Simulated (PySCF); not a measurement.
CH5O (SMILES C[OH2+]), charge +1, singlet, geometry from GFN2-xTB. Base run: M062X/def2-SVP (PySCF).

Geometry (Å):
```xyz
7

C     -0.7372     0.1226     0.0790
O      0.6894    -0.1013    -0.1560
H     -1.2883    -0.5893    -0.5334
H     -0.9719     1.1326    -0.2534
H     -1.0002     0.0003     1.1287
H      0.9397    -1.0189     0.0887
H      1.2280     0.5502     0.3438
```
Charge +1, spin multiplicity 1.
All else is at PySCF's defaults.
Base energy -115.87091 Eh.

Variants of this job, named by their change:

```json
[
 {"change": "base", "ΔE vs base (µEh)": "0.0", "grid points": "77240", "electrons on the grid": "17.99999"},
 {"change": "grids.atom_grid = (75, 302)", "ΔE vs base (µEh)": "-1.0", "grid points": "102392", "electrons on the grid": "17.99999"},
 {"change": "grids.level = 5", "ΔE vs base (µEh)": "-50.3", "grid points": "203656", "electrons on the grid": "18.00000"},
 {"change": "grids.atom_grid = (150, 974)", "ΔE vs base (µEh)": "-50.1", "grid points": "571504", "electrons on the grid": "18.00000"},
 {"change": "grids.atom_grid = (99, 590)", "ΔE vs base (µEh)": "-49.2", "grid points": "228576", "electrons on the grid": "18.00000"},
 {"change": "grids.atom_grid = (30, 110)", "ΔE vs base (µEh)": "-2332", "grid points": "17256", "electrons on the grid": "17.99996"},
 {"change": "grids.becke_scheme = stratmann", "ΔE vs base (µEh)": "-0.6", "grid points": "77240", "electrons on the grid": "18.00000"},
 {"change": "grids.level = 7", "ΔE vs base (µEh)": "-50.1", "grid points": "424072", "electrons on the grid": "18.00000"},
 {"change": "grids.prune = off", "ΔE vs base (µEh)": "-0.1", "grid points": "120800", "electrons on the grid": "17.99999"},
 {"change": "grids.radi_method = mura_knowles", "ΔE vs base (µEh)": "-2.0", "grid points": "74432", "electrons on the grid": "17.99999"},
 {"change": "grids.level = 0", "ΔE vs base (µEh)": "-5997", "grid points": "5272", "electrons on the grid": "17.99569"}
]
```
